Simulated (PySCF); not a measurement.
Cl₄MoO, singlet, at a GFN2-xTB geometry (such geometries of metal compounds can be far from the true shape) (core potentials on Mo).

PySCF was given this input:
```python
from pyscf import gto, scf, dft

mol = gto.M(
    atom='''
Mo    0.18345456   -0.04622251    0.17167644
O     1.35359491   -0.34104659    1.26669161
Cl   -1.40631039    0.35432858   -1.31602266
Cl    0.33010450    2.17164842    0.45028123
Cl    1.32738161   -1.03772607   -1.47951400
Cl   -1.34140224   -1.21356163    1.32502348
''',
    basis='def2-sv(p)',
    ecp={'Mo': 'def2-sv(p)'},
    verbose=4,
)

mf = dft.RKS(mol)
mf.xc = 'camb3lyp'
mf = mf.density_fit(auxbasis='def2-universal-jkfit')
mf.kernel()
```

What does this run give for the Mulliken (on the basis functions themselves) charges in atom order, HOMO-LUMO gap?


```
Property                                                                                                                    Result
------------------------------------------------------------------  --------------------------------------------------------------
Mulliken (on the basis functions themselves) charges in atom order  Mo1 0.60, O2 -0.27, Cl3 -0.14, Cl4 -0.06, Cl5 -0.06, Cl6 -0.06
HOMO-LUMO gap                                                                                                              6.64 eV
```
